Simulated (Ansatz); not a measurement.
A structure relaxed at PBE0-D4/def2-TZVP, charge 0, multiplicity 1:

Cartesian coordinates in Å:
```
F 0.8438 -1.0680 -1.3180
C 0.7953 -0.3960 -0.0995
Al -0.9303 0.5125 0.2078
F -2.1152 0.4125 -0.9311
H 1.0062 -1.1226 0.6973
H 1.6283 0.3199 -0.0734
H -1.2280 1.3417 1.5170
```

(1) Give its formula and SMILES.

(2) Point group (tolerance 0.08 Å, 0.16 Å for H)?

(3) Summarise the bond lengths by kind.

Results:

(1) CH3AlF2, `F[CH2][AlH][F]`.

(2) Cs.

(3) 1 × C–F 1.392 Å; 1 × Al–C 1.974 Å; 2 × C–H 1.099 Å; 1 × Al–F 1.647 Å; 1 × Al–H 1.578 Å.

Program: Ansatz 0.2.0.
